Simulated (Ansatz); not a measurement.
`[CH3][GeH2][C](=O)O`, relaxed with RKS PBE0-D4/def2-TZVP in the Gaussian-basis code of Ansatz from a PBE-D4/def2-SVP geometry. The force threshold is 0.005 eV/Å; the program also tests the step.

The species carries charge 0 and has multiplicity 1.

Start:

```xyz
11

C     0.471    0.947    1.336
Ge   -0.494   -0.585    0.578
C    -0.365   -0.591   -1.429
O    -1.126   -1.164   -2.181
O     0.714    0.115   -1.863
H     1.516    0.943    0.971
H    -0.010    1.892    1.019
H     0.473    0.900    2.443
H    -2.005   -0.563    0.921
H     0.117   -1.930    1.053
H     0.709    0.037   -2.847
```

```tsv
step	energy (eV)	largest force (eV/Å)	largest move (Å)
1	-62773.0709	0.987	0.000
2	-62773.1110	0.237	0.030
3	-62773.1129	0.183	0.016
4	-62773.1140	0.074	0.015
5	-62773.1142	0.029	0.003
6	-62773.1143	0.005	0.008
```

End:

```xyz
11

C     0.469    0.940    1.329
Ge   -0.484   -0.583    0.581
C    -0.360   -0.586   -1.416
O    -1.119   -1.153   -2.152
O     0.699    0.114   -1.869
H     1.508    0.923    1.001
H     0.012    1.872    0.994
H     0.440    0.906    2.419
H    -1.984   -0.561    0.907
H     0.126   -1.916    1.044
H     0.692    0.043   -2.838
```

Run time 31 s (4 threads of an Arm Neoverse V1 on a shared host); peak host memory 0.59 GiB.
